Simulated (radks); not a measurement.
Values are calculated unless marked as measured or tabulated.
Ag III, 45 electrons, occupied as [Kr] 4d8 5p1 (not the ground configuration).

Level of theory: scalar-relativistic Kohn-Sham, LDA (Slater exchange, Perdew-Wang correlation), spin-polarised, spherical densities, finite nucleus; open shells are filled with parallel spins first (spin-orbit coupling, left out, can overturn this in heavy ions); Fermi nuclear charge, rms radius 4.5454 fm (a radial shooting solver on a logarithmic mesh with Libxc functionals).

Energy parts (eV):
total: -144474.866
kinetic: 150050.190
electron-nucleus: -348068.916
Hartree: 57438.395
exchange-correlation: -3894.535

Orbitals (lengths in bohr, moments of r in powers of bohr; r(90%) holds 90 % of the orbital's charge):
orbital  occ.  eigenvalue (eV)   <1/r>      <r^4>  r(90%)
1s up       1        -25327.30   49.38  4.466e-06  0.0559
1s down     1        -25327.27   49.38  4.466e-06  0.0559
2s up       1        -3755.758   11.22  0.0007942   0.209
2s down     1        -3755.348   11.22  0.0007941   0.209
2p up       3        -3374.187   10.84  0.0005685   0.192
2p down     3        -3373.852   10.84  0.0005685   0.192
3s up       1        -712.3848   3.938    0.03729   0.544
3s down     1        -712.0828   3.938    0.03725   0.544
3p up       3        -587.0666   3.754    0.03985   0.554
3p down     3        -586.7391   3.754    0.03978   0.554
3d up       5        -388.8338   3.530    0.03816   0.548
3d down     5        -388.4109   3.530    0.03806   0.548
4s up       1        -124.6910   1.527      1.293    1.31
4s down     1        -123.1421   1.528      1.290    1.31
4p up       3         -87.9434   1.377      1.945    1.46
4p down     3         -86.3601   1.379      1.942    1.46
4d up       5         -35.1495   1.056      6.631    1.97
4d down     3         -33.5437   1.056      6.684    1.98
4f up       0          -4.8613  0.2160       2081    8.43
4f down     0          -4.4318  0.1901       3188    9.38
5s up       0         -24.3740  0.5344      63.43    3.49
5s down     0         -22.9303  0.5308      66.53    3.53
5p up       1         -17.2246  0.4434      130.1    4.18
5p down     0         -15.9178  0.4348      144.6    4.30
5d up       0          -8.7322  0.3012      629.3    6.21
5d down     0          -7.9721  0.2814      804.4    6.61
6p up       0          -6.6736  0.2127       2603    8.80
6p down     0          -6.3784  0.2050       3005    9.12

The highest occupied level is 5p up at -17.225 eV. The configuration is held as typed, so some empty levels lie below it. Summed over all electrons, <r^2> = 35.89 bohr^2, which gives a Langevin (diamagnetic) susceptibility term of -28.4 x 10^-6 cm^3/mol. The density falls to 0.001 e/bohr^3 at r = 3.94 bohr. The electron density at the nucleus is 1.487e+05 e/bohr^3 (large components only). Spin moment in Bohr magnetons: 3.
